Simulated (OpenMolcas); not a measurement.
## Lines of Cr2+: computed and rescaled rates

```yaml
Program: OpenMolcas
Method: "MS-CASPT2, IPEA 0.25 Eh, imaginary shift 0.1 Eh (closed shells correlated: 3s 3p)"
Basis: ANO-R3 [7s5p5d3f1g]
Scalar_Hamiltonian: X2C, finite nucleus
Active_space: 4 electrons in 5 orbitals (3d)
State_averaging: 2S+1 = 5 even, 5 roots; 2S+1 = 3 even, 45 roots; 2S+1 = 1 even, 50 roots
Spin-orbit_coupling: RASSI with atomic mean-field integrals over the reference wave functions, term energies averaged over their components
```

Rates come from the transition moments of the reference wave functions (E1 and E2 in the length form). At fixed line strength A goes as λ^-3 for E1 and M1 and as λ^-5 for E2, so a rate at the computed wavelength can be rescaled to the measured one. Measured vacuum wavelengths follow from level energies in Sugar and Corliss, J. Phys. Chem. Ref. Data 6, 317 (1977). Branching counts decays inside the model space alone, at computed energies, and the table is only a selection of the E2 and M1 lines, drawn from those between levels with measured partners whose computed energy lies within a factor of 1.5 of the measured one.

```
     Upper       Lower  Type  λ computed (nm)  λ measured (nm)  A computed (s-1)  A rescaled (s-1)  Branching %
3d4 1D2(2)  3d4 1G4(1)    E2            238.1            246.2          1.53e+01          1.29e+01         69.7
3d4 1G4(2)     3d4 1I6    E2            406.1              421          1.96e+00          1.64e+00         77.6
3d4 3F2(2)     3d4 3H4    E2            369.3            384.2          1.62e+00          1.33e+00         43.8
3d4 3F4(2)     3d4 3H6    E2            374.1            388.3          1.50e+00          1.25e+00         42.7
3d4 3F3(2)     3d4 3H5    E2            371.2            385.7          1.43e+00          1.18e+00         40.0
3d4 3P0(2)  3d4 3P2(1)    E2            363.6            380.4          9.72e-01          7.76e-01         52.7
3d4 3P1(2)  3d4 3P2(1)    E2            366.8            383.7          7.55e-01          6.03e-01         40.1
3d4 1S0(1)  3d4 3P1(1)    M1            929.4              980          2.64e-01                          100.0
3d4 3P0(1)     3d4 5D1    M1            610.8            598.5          2.19e-01                          100.0
3d4 3P1(1)     3d4 5D2    M1              601            588.7          1.70e-01                           88.2
3d4 3F4(1)     3d4 5D4    M1            557.2            555.3          1.31e-01                           82.5
3d4 3P2(1)     3d4 5D3    M1            582.8            571.6          1.18e-01                           91.0
3d4 3F3(1)     3d4 5D3    M1            552.4            550.8          7.48e-02                           65.5
   3d4 3D3     3d4 5D4    M1            393.3            397.6          6.22e-02                           56.8
3d4 3F2(1)     3d4 5D2    M1            548.6            547.4          3.09e-02                           56.7
   3d4 1I6     3d4 3H6    M1             1163             1179          2.38e-02                           57.1
   3d4 1I6     3d4 3H5    M1             1142             1160          1.78e-02                           42.9
   3d4 3G4     3d4 3H4    M1             2669             2794          7.00e-03                           47.6
   3d4 5D4     3d4 5D3    M1            41550            45550          3.78e-04          2.87e-04        100.0
   3d4 5D3     3d4 5D2    M1            53220            57670          3.08e-04          2.42e-04        100.0
   3d4 3H4     3d4 5D4    M1            598.7            598.9          1.80e-04                           83.7
   3d4 5D2     3d4 5D1    M1            77260            82690          1.23e-04          1.00e-04        100.0
   3d4 3H6     3d4 3H5    M1            63330            74780          8.83e-05          5.36e-05         97.3
   3d4 3H5     3d4 3H4    M1            71700            81160          7.18e-05          4.95e-05         99.0
   3d4 5D1     3d4 5D0    M1           151200           160700          1.57e-05          1.31e-05        100.0
```

Spin-changing lines and M1 lines between different terms are not rescaled, since their strength hangs on the term gaps too.

The largest correction is for 3d4 3H6 → 3d4 3H5 (M1): 8.83e-05 × (63330 / 74780)^3 = 5.36e-05 s-1, a factor of 0.61.

The computed rate and branching of 3d4 5D1 → 3d4 5D0 give the upper level a radiative lifetime of 1.000 / 1.57e-05 s-1 = 6.37e+04 s, counting decays inside the model space alone. The rescaled rate gives about 7.6e+04 s.

The computed order of these levels differs from the measured one in 2 places, and where term gaps are wrong the rates of spin-changing lines can be off by large factors.

These are rates of the free ion; in crystals, glasses and complexes forced electric-dipole and non-radiative decay shorten such lifetimes by orders of magnitude. No measured rate stands beside these. Rescaling mends the energy factor alone: line strengths can still be far off where a level mixes with configurations outside the active space, and weak or spin-changing lines hang on small mixing coefficients that depend on the term gaps too, so rescaling need not improve them.

CASPT2 does not keep the components of a term degenerate, so their means are used; among the terms shown or strongly mixed into the levels shown the widest spread is 1300 cm-1 (3d4 1I). The CASPT2 spread within a term exceeds the gap to the next term for 3d4 3D and 3d4 1I, 3d4 3F(2) and 3d4 3P(2), so the order of their levels is uncertain, and so are names and mixing where such terms share a J. Computed and measured levels are paired by configuration, term and J; levels that our copy of the source lacks, or whose pairing is in doubt (as where it misses far off the trend of its configuration), stay unpaired. Only configurations of the active space appear.

A number in round brackets counts repeated terms of one configuration in the order of the reference energies.
